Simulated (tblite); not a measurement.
AlF3, charge +1, doublet, at a GFN2-xTB geometry (such geometries of metal compounds can be far from the true shape) (a state made from the parent by changing its charge; the spin is typed, not shown lowest); tblite with IPEA1-xTB.

Input for tblite:
```
$ tblite run mol.xyz --method ipea1 --charge 1 --spin 1 --json tblite.json --no-restart

# file mol.xyz
4

Al    -0.00000000     0.00000000     0.00000000
F     -1.40432799    -0.87408737     0.04104348
F      0.00490319     1.52848672    -0.63368345
F      1.39942480    -0.65439935     0.59263996
```

Question: Write the output that tblite gives for this input, abridged.

Answer: 
```
xTB calculator
 | screened Coulomb repulsion
 | Coulomb electrostatics
 |  * isotropic Klopman-Ohno-Mataga-Nishimoto electrostatics
 |  * onsite third-order electrostatics
 | DFT-D3(BJ) dispersion correction

halogen bonding energy    0.0000000000000E+00 Eh
repulsion energy          2.3608118892860E-02 Eh
dispersion energy        -5.1260619651118E-04 Eh
number of electrons       2.3000000000000E+01 e
integral cutoff           4.0000000000000E+01 bohr

------------------------------------------------------------
  cycle        total energy    energy error   density error
------------------------------------------------------------
      1     -16.54923518846  -1.6572331E+01   6.1243160E-01
      2     -17.02428314769  -4.7504796E-01   2.6376628E-01
      3     -17.03266018246  -8.3770348E-03   1.7043784E-01
      4     -17.03002309142   2.6370910E-03   7.0300295E-02
      5     -17.04747326680  -1.7450175E-02   4.5347002E-03
      6     -17.04748814979  -1.4882982E-05   3.9363247E-03
      7     -17.04749189918  -3.7493922E-06   3.7851260E-03
      8     -17.04753907009  -4.7170910E-05   8.9905867E-05
      9     -17.04753909775  -2.7664548E-08   3.6276243E-06
------------------------------------------------------------

electronic energy        -1.7070634610449E+01 Eh
total energy             -1.7047539097753E+01 Eh

Post processing:
 | Mayer-Wiberg bond orders

[Info] JSON dump of results written to 'tblite.json'
```
